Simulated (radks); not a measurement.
Valence configurations of Tl II. All-electron calculation, scalar-relativistic Kohn-Sham, LDA (Slater exchange, Perdew-Wang correlation), spin-polarised, spherical densities, finite nucleus; open shells are filled with parallel spins first (spin-orbit coupling, left out, can overturn this in heavy ions); Fermi nuclear charge, rms radius 5.4759 fm. Program: a radial shooting solver on a logarithmic mesh with Libxc functionals. Energies are relative to [Hg]; eigenvalues in eV for spin up.

valence,E (eV),moment (Bohr magnetons),e(4f),e(5d),e(6p),e(6s)
[Hg],0.000,0,-121.80,-22.986,-,-16.677
[Xe] 4f13 5d10 6s2 6p1,121.42,2,-141.24,-29.218,-10.386,-19.548
[Xe] 4f14 5d10 6s1 6p1,7.754,2,-123.63,-24.884,-9.889,-18.417
[Xe] 4f13.5 5d10 6s1 6p1.5,66.627,3,-133.17,-27.877,-10.742,-19.754
[Xe] 4f14 5d9 6s2 6p1,15.629,2,-127.80,-27.863,-10.349,-19.428
[Xe] 4f13.5 5d10 6s2 6p0.5,58.681,1,-131.43,-26.077,-9.461,-18.139
[Xe] 4f14 5d9.5 6s2 6p0.5,7.537,1,-124.80,-25.445,-9.453,-18.094
[Xe] 4f14 5d8 6s2 6p2,33.523,4,-133.78,-32.610,-11.963,-21.919
[Xe] 4f14 5d9.5 6s1.5 6p1,11.543,2,-125.69,-26.364,-10.122,-18.924
[Xe] 4f12 5d10 6s2 6p2,259.48,4,-161.35,-35.637,-12.098,-22.258

NIST lists [Hg] as the ground configuration; this level of theory agrees among the configurations tried. The energies are those of spherical high-spin densities, not of single terms.
